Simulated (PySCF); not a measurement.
Identify the unknown among the candidates.

All candidates are CH13NOSi4.

* Dipole: 1.51 D [PBE0/pcSseg-1]
* 13C NMR: chemical shifts (computed TMS as zero) by class: 6.9 (1 C) ppm [GIAO PBE0/pcSseg-1]
* NMR, other nuclei: isotropic shieldings of nuclei other than C and H, by class: 266 (1 N), 308 (1 O), 335 (1 Si), 399 (1 Si), 468 (1 Si), 475 (1 Si) ppm [GIAO PBE0/pcSseg-1]
* 1H NMR: chemical shifts (computed TMS as zero) by class: 5.23 (1 H), 5.04 (1 H), 3.52 (1 H), 3.46 (3 H), 3.36 (1 H), 0.52 (1 H), 0.50 (3 H), -0.48 (2 H) ppm [GIAO PBE0/pcSseg-1]
* Rotational structure: rotational constants A, B, C: 1.291, 0.803, 0.609 GHz [GFN2-xTB]

Electronic properties: PySCF, gas phase, density fitting. Levels stand in brackets. Geometry: GFN2-xTB, one conformer, isolated molecule. NMR classes are plain means over equivalent atoms (diastereotopic ones count apart unless rotation or inversion swaps them), as if these changed places fast.

Problem. Which candidate is it?
A. `C[Si@](O)([SiH2]N)[SiH2][SiH3]`
B. `C[SiH2]O[Si@@H](N)[SiH2][SiH3]`
C. `C[SiH2][Si@@H](O)N([SiH3])[SiH3]`
D. `C[Si@@H](O[SiH3])N([SiH3])[SiH3]`
E. `C[SiH2][Si@](O)([SiH3])[SiH2]N`

Solution. A. It is `C[Si@](O)([SiH2]N)[SiH2][SiH3]`. Numbering: `[CH3:1][Si@:2]([OH:3])([SiH2:4][NH2:5])[SiH2:6][SiH3:7]`. Its formula, CH13NOSi4, gives 0 degrees of unsaturation, so no ring and no π bond. The one carbon: Si-methyl carbon [C1] (6.9 ppm). Hydrogen classes from least to most shielded: 1 H on an SiH2 silicon, Si4 (5.23 ppm), 1 H on an SiH2 silicon, Si4 (5.04 ppm), 1 H on an SiH2 silicon, Si6 (3.52 ppm), 3 H on an SiH3 silicon, Si7 (3.46 ppm), 1 H on an SiH2 silicon, Si6 (3.36 ppm), 1 H on a silanol oxygen, O3 (0.52 ppm), 3 H on an Si-methyl carbon, C1 (0.50 ppm, a mean of values up to 0.8 ppm apart in this geometry), 2 H on a silicon-bound nitrogen, N5 (-0.48 ppm, a mean of values up to 0.7 ppm apart in this geometry). The other shieldings belong to: 266 ppm, silicon-bound nitrogen [N5]; 308 ppm, silanol oxygen [O3]; 335 ppm, oxygen-bound silicon [Si2]; 399 ppm, SiH2 silicon [Si4]; 468 ppm, SiH3 silicon [Si7]; 475 ppm, SiH2 silicon [Si6]. The optimised geometry has point group C1 and is an asymmetric top.

The others, at the same levels:
- `C[Si@@H](O[SiH3])N([SiH3])[SiH3]` fails: its computed 13C shifts are 1.7 (1 C) ppm, 1H shifts are 5.24 (1 H), 5.23 (3 H), 4.75 (6 H), 0.27 (3 H) ppm and rotational constant A is 1.812 GHz (against 1.291 GHz).
- `C[SiH2][Si@@H](O)N([SiH3])[SiH3]` fails: its computed 13C shifts are -11.0 (1 C) ppm, 1H shifts are 5.70 (1 H), 4.73 (6 H), 4.06 (1 H), 3.76 (1 H), 1.62 (1 H), 0.21 (3 H) ppm and rotational constant A is 1.722 GHz (against 1.291 GHz).
- `C[SiH2][Si@](O)([SiH3])[SiH2]N` fails: its computed 13C shifts are -9.1 (1 C) ppm, 1H shifts are 5.51 (1 H), 5.21 (1 H), 4.16 (1 H), 3.83 (1 H), 3.58 (3 H), 0.40 (3 H), -0.49 (2 H), -0.81 (1 H) ppm and rotational constant A is 1.056 GHz (against 1.291 GHz).
- `C[SiH2]O[Si@@H](N)[SiH2][SiH3]` fails: its computed 13C shifts are 0.9 (1 C) ppm, 1H shifts are 6.05 (1 H), 5.33 (1 H), 5.22 (1 H), 3.66 (3 H), 3.22 (1 H), 3.22 (1 H), 0.43 (2 H), 0.32 (3 H) ppm and rotational constant A is 1.438 GHz (against 1.291 GHz).

Each candidate is one conformer, not necessarily the lowest. Dipoles, sizes and rotational constants follow the conformer. The torsions of the flexible species, by atom-mapped SMILES:
- `[CH3:1][Si@:2]([OH:3])([SiH2:4][NH2:5])[SiH2:6][SiH3:7]`: C1–Si2–Si4–N5 -86°, C1–Si2–Si6–Si7 72°, H–O3–Si2–C1 56°, H–N5–Si4–Si2 53°, H–N5–Si4–Si2 -171°
- `[CH3:1][Si@@H:2]([O:3][SiH3:4])[N:5]([SiH3:6])[SiH3:7]`: C1–Si2–O3–Si4 7°, C1–Si2–N5–Si6 51°
- `[CH3:1][SiH2:2][Si@@H:3]([OH:4])[N:5]([SiH3:6])[SiH3:7]`: C1–Si2–Si3–O4 64°, Si2–Si3–N5–Si6 88°, H–O4–Si3–Si2 169°
- `[CH3:1][SiH2:2][Si@:3]([OH:4])([SiH3:5])[SiH2:6][NH2:7]`: C1–Si2–Si3–O4 -67°, Si2–Si3–Si6–N7 64°, H–O4–Si3–Si2 -64°, H–N7–Si6–Si3 -52°, H–N7–Si6–Si3 172°
- `[CH3:1][SiH2:2][O:3][Si@@H:4]([NH2:5])[SiH2:6][SiH3:7]`: C1–Si2–O3–Si4 52°, Si2–O3–Si4–N5 -36°, O3–Si4–Si6–Si7 -2°, H–N5–Si4–O3 -44°, H–N5–Si4–O3 177°
